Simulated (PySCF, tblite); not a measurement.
One entry of a table of gas-phase calculations, keyed by method. Lists by class give the value and the number of equivalent atoms.

```json
{
 "formula": "C3H9NO2Si2",
 "smiles": "NC(=[O+])[Si@H]1CC[SiH2]O1",
 "inchi": "InChI=1S/C3H9NO2Si2/c4-3(5)8-2-1-7-6-8/h8H,1-2,4,7H2/q+1/t8-/m1/s1",
 "charge": 1,
 "multiplicity": 2,
 "geometry_level": "GFN2-xTB",
 "atoms_angstrom": [
  ["N", 2.584, -0.372, -1.055],
  ["C", 2.072, 0.788, -0.732],
  ["O", 2.334, 1.906, -1.042],
  ["Si", 0.559, 0.615, 0.626],
  ["C", -1.029, 1.127, -0.315],
  ["C", -2.072, 0.053, -0.009],
  ["Si", -1.211, -1.613, 0.471],
  ["O", 0.337, -0.977, 0.721],
  ["H", 3.38, -0.421, -1.684],
  ["H", 2.233, -1.228, -0.653],
  ["H", 1.056, 1.169, 1.869],
  ["H", -0.847, 1.192, -1.39],
  ["H", -1.369, 2.113, 0.002],
  ["H", -2.682, 0.369, 0.838],
  ["H", -2.743, -0.075, -0.857],
  ["H", -1.604, -2.08, 1.786],
  ["H", -1.005, -2.552, -0.621]
 ],
 "electronic_structure_code": "PySCF",
 "results": {
  "GFN2-xTB geometry": {
   "point_group": "C1",
   "rotational_constants_GHz": [2.702, 0.986, 0.83]
  },
  "GFN2-xTB harmonic vibrations, gas phase": {
   "strongest_ir_bands_cm-1_km_per_mol_modes": [
    [537.5, 195.2, 1],
    [1024.8, 329.2, 1],
    [1208.3, 290.4, 2],
    [1256.5, 221.7, 1],
    [1412.3, 208.7, 2],
    [1875.4, 561.0, 1]
   ],
   "zpe_kcal_per_mol": 73.8
  },
  "UKS B3LYP, pcH-1 on C H N O Si, non-relativistic, mean-field spin-orbit, GIAO": {
   "g_iso": 2.00445,
   "g_tensor": [2.00151, 2.00508, 2.00677],
   "s2": 0.754,
   "a_iso_by_class_MHz": [
    ["13C", 60.7, 1],
    ["1H", 41.6, 1],
    ["1H", 40.5, 1],
    ["14N", 38.5, 1],
    ["17O", -35.9, 1]
   ],
   "spin_populations_mulliken_by_atom": [0.02, 0.16, 0.53, 0.12, 0.03, 0.01, 0.0, 0.05, 0.03, -0.01, 0.02, 0.0, 0.01, 0.0, 0.0, 0.01, 0.0]
  }
 }
}
```

g_iso is shifted by about +2130 ppm from the free-electron value 2.002319; the principal values span 0.0053. ⟨S²⟩ is 0.004 above the pure-spin value S(S + 1) = 0.75. The rotational constants make it an asymmetric top with κ = (2B − A − C)/(A − C) = -0.83, nearer the prolate limit (−1).

 In GFN2-xTB open shells enter through the occupations alone, without spin polarisation, so single modes can be far off. Hyperfine couplings depend on the geometry, which wasn't re-optimised at a DFT level. The unpaired spin is shared among atoms: the largest Mulliken spin population is 0.53.

For the EPR job (B3LYP), time: 2.7 min (grids of density and orbitals included); peak memory 1.1 GiB. Hardware: Arm Neoverse V2, one thread, no GPU, shared host with 96 logical CPUs at a one-minute load of 82.

One conformer stands for the species.
